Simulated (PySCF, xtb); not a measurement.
Ge(H)3(tBu) (C4H12Ge), SMILES C[C](C)([GeH3])C.

GFN2-xTB in xtb at its own geometry gives an orbital gap of 7.28 eV and a dipole moment of 1.04 D.

The structure is a stationary point at B3LYP-D3(BJ)/def2-SVP. The isomer is the one that the SMILES or the coordinates give; other isomers of the formula were not compared.

Problem. What does HF/def2-TZVP (PySCF) give? (The exact figures need the calculation; the answer reports its results.)

Solution. gap 13.74 eV (levels -10.42 and 3.32 eV), dipole 0.78 D.
